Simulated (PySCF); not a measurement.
**29Si shifts, computed and measured**

Computed: GIAO PBE0/pcSseg-1, IEF-PCM chloroform, PySCF SCF with an in-house response code, geometries PBE0-D3(BJ)/def2-SVP, one conformer, no vibrational averaging, against isolated TMS at the same level. Measured: against TMS, in the medium listed. The two scales can differ by a constant.

Spin-orbit coupling is left out, which matters for the heavier atoms here.

```csv
compound (atom-mapped SMILES),atom,computed / ppm,measured / ppm,medium
[CH3:1][CH2:2][CH2:3][CH2:4][Se:5][Si:6]([CH3:7])([Cl:8])[Se:9][CH2:10][CH2:11][CH2:12][CH3:13],Si6,76.8,20.3,solution
[CH3:1][CH2:2][CH2:3][CH2:4][S:5][Si:6]([CH3:7])([CH3:8])[Si@@:9]([CH3:10])([Cl:11])[S:12][CH2:13][CH2:14][CH2:15][CH3:16],Si9,43.0,23.1,solution
[CH3:1][CH2:2][CH2:3][CH2:4][S:5][Si:6]([CH3:7])([Cl:8])[S:9][CH2:10][CH2:11][CH2:12][CH3:13],Si6,57.9,30.2,solution
```

(1) Give computed and measured shifts for these two.

```csv
compound (atom-mapped SMILES),atom
[CH3:1][CH2:2][CH2:3][CH2:4][S:5][Si:6]([CH3:7])([CH3:8])[S:9][CH2:10][CH2:11][CH2:12][CH3:13],Si6
[CH3:1][CH2:2][CH2:3][CH2:4][Se:5][Si:6]([CH3:7])([CH3:8])[c:9]1[cH:10][cH:11][cH:12][cH:13][cH:14]1,Si6
```

(2) How well does this level do over the whole set?

Results:

(1) 
```json
{"compound (atom-mapped SMILES)": "[CH3:1][CH2:2][CH2:3][CH2:4][S:5][Si:6]([CH3:7])([CH3:8])[S:9][CH2:10][CH2:11][CH2:12][CH3:13]", "atom": "Si6", "computed / ppm": "40.9", "measured / ppm": "24.8", "medium": "solution"}
{"compound (atom-mapped SMILES)": "[CH3:1][CH2:2][CH2:3][CH2:4][Se:5][Si:6]([CH3:7])([CH3:8])[c:9]1[cH:10][cH:11][cH:12][cH:13][cH:14]1", "atom": "Si6", "computed / ppm": "19.7", "measured / ppm": "6.2", "medium": "solution"}
```

(2) Computed less measured averages 26.7 ppm, and the scatter about that mean is 15.6 ppm (rms) over 5 compounds.

Measured values: U. Herzog, Habilitationsschrift, TU Bergakademie Freiberg, 2002/2003.
